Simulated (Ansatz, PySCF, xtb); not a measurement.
Torsion H3–O1–In2–H4 in H3InO (SMILES [OH][InH2]); at each angle all else is relaxed with GFN2-xTB, and the levels are single points there.
Geometry at 0° (charge 0, multiplicity 1):
```xyz
5

O      1.29313    -0.40764    -0.25330
In    -0.60437    -0.13541    -0.07650
H      1.95563     0.08157     0.23185
H     -1.24101     1.03178     0.98985
H     -1.49740    -1.15939    -1.07218
```

On the grid 0° to 330°, 90° is the highest and 0° the lowest point at CCSD(T)/CBS(def2-TZVPP, def2-QZVPP).

Correlated levels freeze the cores. Filled d and f shells under p-block atoms count as core. CBS: X⁻³ extrapolation of the correlation energy, Hartree–Fock from the larger set. Rows in 3-21G carry no dispersion term and start afresh at each structure; the Pople sets are all-electron and without relativity.

Run with Ansatz (a first-principles code); PySCF for 3-21G rows, the dispersion terms; xtb for the GFN methods.  In def2 rows elements past Kr take small-core potentials, without spin–orbit coupling.

```csv
level,energy at 90° less that at 0° (kJ/mol)
GFN1-xTB,9.9
HF/3-21G,10.5
HF/def2-TZVPP,12.7
PBE-D3(BJ)/def2-TZVPP,18.5
B3LYP-D4/def2-TZVPP,16.9
MP2/def2-SVP,16.3
MP2/def2-TZVPP,15.6
MP2/def2-QZVPP,15.0
"CCSD(T)/CBS(def2-TZVPP, def2-QZVPP)",___
```

Question: Fill in the missing entries.

Answer: 
- CCSD(T)/CBS(def2-TZVPP, def2-QZVPP), energy at 90° less that at 0° (kJ/mol): 14.3
